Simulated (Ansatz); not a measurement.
Mulliken charges of H3SeSn, SMILES `[SeH][SnH2]` radical from r2SCAN/def2-TZVPP in Ansatz (PBE0-D4/def2-TZVP geometry).

```tsv
atom	x (Å)	y (Å)	z (Å)	charge (e)
Se1	1.009	-0.943	1.084	-0.288
Sn2	0.053	0.454	-0.810	0.432
H3	0.054	-2.031	0.835	0.078
H4	-1.669	0.397	-0.687	-0.110
H5	0.603	2.050	-0.463	-0.112
```

Question: By hand: the dipole of these point charges (1 e Å = 4.8032 D).

Answer: Σ q r = (-0.147, 0.036, -0.470) e Å, of length 0.494 e Å = 2.37 D.

Question: How does the dipole of the full density compare? (Estimate.)

Answer: The calculation gave: (-0.122, -0.011, -0.196) e Å, 1.11 D; the point charges give 2.14 times that, at 16° from its direction.

Point charges leave out the atoms' own dipoles, such as those of lone pairs, and Mulliken's split depends on the basis, so the two needn't agree.
